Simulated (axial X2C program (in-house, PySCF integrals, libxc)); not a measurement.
# Low determinants of GaW at the PBE0 level, scalar-relativistic

All values were computed with an in-house relativistic program for diatomic molecules. Spin-free means the one-electron spin-free X2C Hamiltonian. Basis: W dyall-cv3z [13s14p9d7f4g], Ga dyall-cv3z [9s9p7d4f1g] (cores contracted in-house); Gaussian nuclei, density fitting, unrestricted open shells. Masses: W 183.951 u, Ga 68.926 u.

Search at 2.610 Å (vertical energies from the lowest determinant):

```
ΔE (eV)             state  electrons beyond evenly filled partner blocks  electrons in σ, π, δ, φ
   0.00  M_S = 5/2, Λ = 0                         σα, π+α, π-α, δ+α, δ-α               41 42 18 4
   0.84  M_S = 5/2, Λ = 1                2 × σα, π+α, π+β, π-α, δ+α, δ-α               40 43 18 4
   1.01  M_S = 7/2, Λ = 1                 2 × σα, 2 × π+α, π-α, δ+α, δ-α               40 43 18 4
   1.18  M_S = 3/2, Λ = 1                        π+α, π+β, π-α, δ+α, δ-α               40 43 18 4
   1.32  M_S = 7/2, Λ = 0                     3 × σα, π+α, π-α, δ+α, δ-α               41 42 18 4
   1.35  M_S = 3/2, Λ = 0                         σβ, π+α, π-α, δ+α, δ-α               41 42 18 4
   1.45  M_S = 3/2, Λ = 3                         σα, π+α, π+β, π-α, δ+α               41 43 17 4
```

Lowest determinant, M_S = 5/2, Λ = 0 (beyond evenly filled blocks: σα, π+α, π-α, δ+α, δ-α): Re = 2.617 Å, ωe = 184.2 cm⁻¹.

The determinant in row 2 of the search, M_S = 5/2, Λ = 1 (beyond evenly filled blocks: 2 × σα, π+α, π+β, π-α, δ+α, δ-α), was followed along the bond at PBE0; measured from the minimum of the lowest determinant it gives:

Te = 0.778 eV (6276 cm⁻¹), Re = 2.462 Å, ωe = 199.4 cm⁻¹.

**Question.** Compare the bond of the determinant in row 2 with that of the lowest one.

**Answer.** At PBE0 its Re is 0.155 Å shorter and its force constant, which goes as ωe², is 1.17 times that of the lowest determinant. This determinant mixes spin states, so it has no term energy of its own.

The search compares states at one distance, so a state with another bond length can lie lower; it is not exhaustive and yields mostly the lowest determinant of each block pattern, so other components and higher states of one pattern are missing. These are energies of single determinants, not of spin-adapted states; PBE0 term energies can be off by some tenths of an eV, and the functional has no current term. Spin–orbit coupling is large for these atoms, so the spin-free order is a model. Row 1 is spin-contaminated (⟨S²⟩ = 8.78 against 8.75), so its values are not those of a pure state. Row 2 is spin-contaminated (⟨S²⟩ = 9.17 against 8.75), so its values are not those of a pure state.
